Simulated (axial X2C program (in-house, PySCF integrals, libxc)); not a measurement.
Nuclear properties of HfI⁺

Calculated with an axial X2C code built on PySCF integrals: two-component X2C with atomic mean-field Coulomb and Gaunt terms, Gaussian nuclei, basis Hf dyall-cv3z, I dyall-cv3z with contracted cores.

R = 2.575 Å (near the PBE0 minimum at charge 1 of the determinant lowest at the starting distance; the state shown can have its own minimum elsewhere).

Determinant lowest in the PBE0 search, Ω = 1 (⟨Sz⟩ = -0.98, ⟨Lz⟩ = 1.98 at PBE0), spin on the atoms Hf -1.02, I 0.04:

| level | Eeff magnitude (GV/cm) | Ws magnitude Hf (kHz) | A∥/gI Hf (MHz) | qzz Hf (a.u.) | A∥/gI I (MHz) | qzz I (a.u.) |
| --- | --- | --- | --- | --- | --- | --- |
| PBE0 | 21.5 | 18.2 | -4270 | -0.68 | -96.4 | 1.98 |
| PBE | 22.3 | 18.7 | -4250 | -0.41 | -108 | 1.81 |
| PBE50 | 19.9 | 16.8 | -4250 | -1.06 | -81.6 | 2.10 |
| r2SCAN | 19.7 | 16.9 | -4390 | -0.79 | -70.3 | 1.89 |

Determinant 0.21 eV from it at PBE0 and this distance, Ω = 0 (closed shell), highest spinor 56% Hf s, 37% Hf d, 3% I p:

```json
{"level": "PBE0", "qzz Hf (a.u.)": "-5.24", "qzz I (a.u.)": "1.69"}
{"level": "PBE", "qzz Hf (a.u.)": "-4.73", "qzz I (a.u.)": "1.28"}
{"level": "PBE50", "qzz Hf (a.u.)": "-5.84", "qzz I (a.u.)": "2.03"}
{"level": "r2SCAN", "qzz Hf (a.u.)": "-5.46", "qzz I (a.u.)": "1.66"}
```

Eeff is the effective electric field on the electron electric dipole moment in this Ω state and Ws the scalar–pseudoscalar constant of the nucleus named (defined with the proton number Z and per Ω); A∥ (defined per Ω) follows by multiplying with gI = μI/(I μN); qzz is the electric field gradient, eQq0 = 234.96 MHz × Q/barn × qzz. The operators were transformed with the bare-nucleus X2C matrices; with these basis sets, hyperfine constants and field gradients can be off by tens of per cent, and where levels differ in sign neither size nor sign is settled.

With gI(177Hf) = 0.2267, gI(127I) = 1.1253, Q(127I) = -0.68822 barn (g factors from the IAEA table of nuclear moments by Stone; Q from Pyykkö, Mol. Phys. 2018), turn the PBE0 values of the first state into constants in MHz.

A∥(177Hf) = -4270 × 0.2267 = -968 MHz; A∥(127I) = -96.4 × 1.1253 = -108 MHz; eQq0(127I) = 234.96 × (-0.68822) × (1.98) = -320 MHz.

Each state is one determinant with collinear spin, which with several unpaired electrons need not be a pure state. With several open shells hyperfine constants can be off by a factor of several. Open-shell Ω = 0 determinants with evenly filled partner blocks cannot be reached by this program, so the Ω shown need not be the lowest component. Left out as unconverged or as another state under the same occupation: HF in at least one table. States lie within half an eV, so the first need not be the ground state. Where a field gradient or hyperfine factor spreads by more than a factor of two over the levels, a constant derived from it is not to be relied on. PBE0 term energies can be off by some tenths of an eV.
